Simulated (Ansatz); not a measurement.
Computed with Ansatz.

CH$_{4}$OSZn (`O[CH2][Zn][SH]`) at its PBE0-D4/def2-TZVP geometry, where that method's forces vanish. Charge 0, multiplicity 1.

```tsv
atom	x (Å)	y (Å)	z (Å)
O1	-1.942	0.259	-0.492
C2	-0.614	-0.003	-0.936
Zn3	0.642	-0.426	0.524
S4	1.956	-0.910	2.194
H5	-1.948	1.090	-0.013
H6	-0.236	0.807	-1.572
H7	-0.682	-0.885	-1.578
H8	2.824	0.067	1.874
```

Task: For each bond, give half the difference of the two atoms' forces along it (eV/Å; positive pushes the atoms apart) under PBE-D4, r2SCAN-D4, B3LYP-D4, ωB97M-V in def2-TZVPP. (Estimate.)

Result: The calculation gave: 
```
  bond  length (Å)  PBE-D4  r2SCAN-D4  B3LYP-D4  ωB97M-V
 O1–C2       1.424    0.23       0.29      0.31     0.38
 O1–H5       0.959    0.42       0.02     -0.04    -0.12
C2–Zn3       1.972   -0.07      -0.10      0.02    -0.10
 C2–H6       1.097    0.10      -0.03     -0.13    -0.13
 C2–H7       1.093    0.12      -0.03     -0.16    -0.11
Zn3–S4       2.180    0.07      -0.04      0.11    -0.02
 S4–H8       1.345    0.26       0.01     -0.01    -0.09
```

B3LYP here is the variant with VWN-RPA as its local correlation; programs differ in this.
